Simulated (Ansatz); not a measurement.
Geometry optimisation, RHF/def2-SVP (Ansatz 0.2.0).

input.yaml

```yaml
crystal:
  periodic: [false, false, false]
  atoms:
    - { symbol: Si, position_ang: [-0.18934, 0.056922, 0.016426] }
    - { symbol: O, position_ang: [-0.423483, 0.048477, 1.656316] }
    - { symbol: H, position_ang: [-1.000579, -0.573204, 2.071717] }
    - { symbol: H, position_ang: [1.164111, -0.306799, -0.380885] }
    - { symbol: H, position_ang: [-0.485439, 1.412979, -0.465286] }
    - { symbol: Cl, position_ang: [-1.56149, -1.193632, -0.917626] }
    - { symbol: P, position_ang: [1.374614, -2.691807, 1.318039] }
    - { symbol: H, position_ang: [0.126034, -2.731508, 0.674446] }
    - { symbol: H, position_ang: [2.128149, -2.360775, 0.177142] }
    - { symbol: H, position_ang: [1.258422, -1.385553, 1.83841] }
basis:
  gaussian: { orbitals: def2-SVP }
hamiltonian:
  xc: hf
relax:
  f_tol: 0.03
  max_steps: 50
```

Command:

```bash
$ ansatz run input.yaml --threads 2 --pin off --max-ram 3072MiB --backend cpu --events-out ev --progress --plain --runs-dir out
```

Question: Where does it end, and by what steps?

Answer: It converged. The force dipped under the threshold on the way, but the program's further checks kept it going. After 31 steps the energy has fallen by 0.514 eV; H10 moved furthest, 1.75 Å.

```tsv
step	energy less start (eV)	largest force component (eV/Å)	accepted
0	0.0000	0.934	yes
2	-0.4130	0.279	yes
4	-0.4731	0.413	yes
6	-0.4860	0.210	yes
8	-0.4928	0.174	yes
10	-0.4937	0.621	no
12	-0.4992	0.195	yes
14	-0.5016	0.108	yes
16	-0.5038	0.094	yes
18	-0.5058	0.078	yes
20	-0.5073	0.093	yes
22	-0.5094	0.066	yes
24	-0.5104	0.060	yes
26	-0.5117	0.076	yes
28	-0.5129	0.083	yes
30	-0.5137	0.026	yes
31	-0.5140	0.029	yes
```

```xyz
10
Properties=species:S:1:pos:R:3
Si -0.636 0.621 -0.280
O -0.298 0.356 1.298
H 0.258 -0.357 1.572
H 0.587 0.824 -1.076
H -1.543 1.770 -0.353
Cl -1.595 -1.029 -1.099
P 1.578 -3.501 1.467
H 0.502 -3.063 0.662
H 2.441 -2.429 1.134
H 1.098 -2.917 2.663
```

Time of the run: 35 s on 2 threads of Arm Neoverse V2, on a shared host, peak memory 0.19 GiB.
